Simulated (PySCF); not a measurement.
**Excitation energy of Ne by level of theory**

Ne [Ne] (1S) → Ne [He] 2s2 2p5 3s1 (3P), as a difference of total energies. All numbers are calculated (PySCF 2.14, the non-relativistic Hamiltonian (point nucleus), in aug-cc-pVQZ with one added diffuse shell each of s, p, d, f, g type (7s6p5d4f3g, 105 functions)). Correlated levels: valence: 1s2 frozen. The calculations carry no spin-orbit coupling.

```json
{"method": "UHF", "excitation energy (cm⁻¹)": "120300"}
{"method": "LDA", "excitation energy (cm⁻¹)": "137370"}
{"method": "PBE", "excitation energy (cm⁻¹)": "133190"}
{"method": "PBE0", "excitation energy (cm⁻¹)": "132020"}
{"method": "r2SCAN", "excitation energy (cm⁻¹)": "133340"}
{"method": "revPBE", "excitation energy (cm⁻¹)": "132560"}
{"method": "M06-2X", "excitation energy (cm⁻¹)": "133790"}
{"method": "BHandHLYP", "excitation energy (cm⁻¹)": "131000"}
{"method": "r2SCAN0", "excitation energy (cm⁻¹)": "131980"}
{"method": "MP2 (valence)", "excitation energy (cm⁻¹)": "135740"}
{"method": "SCS-MP2 (valence)", "excitation energy (cm⁻¹)": "134940"}
```

A first-order spin-orbit estimate (lowest level to lowest level, LS coupling) adds -0.033 eV.

The promoted electron is Rydberg-like, and one or two diffuse shells describe it only roughly, which tends to raise the upper state.
